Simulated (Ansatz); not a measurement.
The cluster Si₇⁺. Charge 1, multiplicity 2. Geometry r2SCAN-D4/def2-SVP, that of the neutral singlet; atoms count from 1.

```
atom   x (Å)   y (Å)   z (Å)
 Si1  -1.760   1.107  -0.439
 Si2  -1.611  -0.874   1.076
 Si3   2.083  -0.144  -0.394
 Si4   0.238   0.765   0.976
 Si5   0.523   1.558  -1.348
 Si6  -0.237  -0.765  -0.976
 Si7   0.765  -1.647   1.104
```

The structure comes from a short search, and lower isomers may exist.

Estimate the Mulliken populations from the PBE0/def2-TZVP orbitals of Ansatz.


```csv
atom,charge (e),spin (α − β)
Si1,0.17,0.25
Si2,0.15,0.15
Si3,0.17,0.25
Si4,0.08,-0.04
Si5,0.18,0.29
Si6,0.08,-0.04
Si7,0.15,0.15
```
Mulliken values depend strongly on the basis.

Where does the spin sit?

Summed by element: Si 1.00, of 1 unpaired in all. Largest on single atoms: Si5 0.29, Si1 0.25, Si3 0.25.

And the Mayer bond orders between heavy atoms (over 0.3)?

Si1–Si2 0.67 (2.50 Å); Si1–Si4 0.59 (2.47 Å); Si1–Si5 0.58 (2.50 Å); Si1–Si6 0.59 (2.47 Å); Si2–Si4 0.59 (2.47 Å); Si2–Si6 0.59 (2.47 Å); Si2–Si7 0.73 (2.50 Å); Si3–Si4 0.59 (2.47 Å); Si3–Si5 0.58 (2.50 Å); Si3–Si6 0.59 (2.47 Å); Si3–Si7 0.67 (2.50 Å); Si4–Si5 0.59 (2.47 Å); Si4–Si6 0.61 (2.53 Å); Si4–Si7 0.59 (2.47 Å); Si5–Si6 0.59 (2.47 Å); Si6–Si7 0.59 (2.47 Å).
